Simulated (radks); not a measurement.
Values are calculated unless marked as measured or tabulated.
Species: Ag. Configuration: [Ar] 3d10 4s2 4p5.75 4d10 5s1 6s0.25 (fractional occupations, a model configuration).

Level of theory: scalar-relativistic Kohn-Sham, exchange-only LDA, spin-unpolarised, spherical densities, point nucleus (a radial shooting solver on a logarithmic mesh with Libxc functionals).

Energy parts (eV):
| part | energy |
|---|---|
| total | -144387.438 |
| kinetic | 150054.874 |
| electron-nucleus | -349225.317 |
| Hartree | 58578.486 |
| exchange | -3795.480 |

Orbitals (lengths in bohr, moments of r in powers of bohr; r(90%) holds 90 % of the orbital's charge):
| orbital | occ. | eigenvalue (eV) | r(90%) | <r^4> | <1/r> |
|---|---|---|---|---|---|
| 1s | 2 | -25299.70 | 0.0559 | 4.465e-06 | 49.38 |
| 2s | 2 | -3726.878 | 0.209 | 0.0007942 | 11.22 |
| 2p | 6 | -3345.210 | 0.192 | 0.0005686 | 10.84 |
| 3s | 2 | -683.8811 | 0.544 | 0.03730 | 3.937 |
| 3p | 6 | -558.5250 | 0.554 | 0.03986 | 3.753 |
| 3d | 10 | -360.1909 | 0.548 | 0.03819 | 3.529 |
| 4s | 2 | -96.3594 | 1.32 | 1.336 | 1.520 |
| 4p | 5.75 | -59.8916 | 1.48 | 2.091 | 1.364 |
| 4d | 10 | -8.6588 | 2.27 | 13.28 | 0.9799 |
| 5s | 1 | -5.0957 | 4.65 | 204.5 | 0.4210 |
| 5p | 0 | -1.0878 | 8.60 | 2542 | 0.2566 |
| 6s | 0.25 | -0.3930 | 19.7 | 63310 | 0.09320 |

The highest occupied level is 6s at -0.393 eV. The configuration is held as typed, so some empty levels lie below it. The density falls to 0.001 e/bohr^3 at r = 4.19 bohr. Summed over all electrons, <r^2> = 96.01 bohr^2, which gives a Langevin (diamagnetic) susceptibility term of -76 x 10^-6 cm^3/mol.
